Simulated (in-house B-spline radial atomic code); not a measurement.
Response and correlation along the 12-electron series, closed shell [Ne] 3s2; the second-order energy is extrapolated in partial waves. Computed with an all-electron radial atomic-structure program (B-spline basis): relativistic RPA and second-order many-body perturbation theory on Dirac-Hartree-Fock.

```
  ion   Z  dipole polarisability (bohr³)  quadrupole polarisability (bohr⁵)  ratio of RPA to uncoupled dipole  second order correlation energy (Eh)  C6 of two such ions (Eh bohr⁶)
Te40+  52                        0.01635                         0.00046898                            1.1717                              -0.59661                       0.0011655
 I41+  53                              ?                                  ?                                 ?                                     ?                               ?
Xe42+  54                       0.013826                         0.00035797                            1.1713                              -0.60041                      0.00089519
Cs43+  55                       0.012737                         0.00031369                            1.1712                              -0.60227                      0.00078676
Ba44+  56                       0.011748                         0.00027541                            1.1713                              -0.60407                      0.00069267
La45+  57                              ?                                  ?                                 ?                                     ?                               ?
Ce46+  58                       0.010027                         0.00021341                            1.1717                              -0.60759                      0.00053955
```

(1) Fill in the row of I41+.

(2) Fill in the row of La45+.

(3) How fast does the dipole polarisability fall along the series?

Answers

(1) dipole polarisability (bohr³): 0.015025; quadrupole polarisability (bohr⁵): 0.00040931; ratio of RPA to uncoupled dipole: 1.1714; second order correlation energy (Eh): -0.59853; C6 of two such ions (Eh bohr⁶): 0.0010204.

(2) dipole polarisability (bohr³): 0.010848; quadrupole polarisability (bohr⁵): 0.00024223; ratio of RPA to uncoupled dipole: 1.1715; second order correlation energy (Eh): -0.60584; C6 of two such ions (Eh bohr⁶): 0.00061085.

(3) From 0.01635 to 0.01003 bohr³; a fit of its logarithm against log Z from Z = 52 to 58 has slope -4.48.
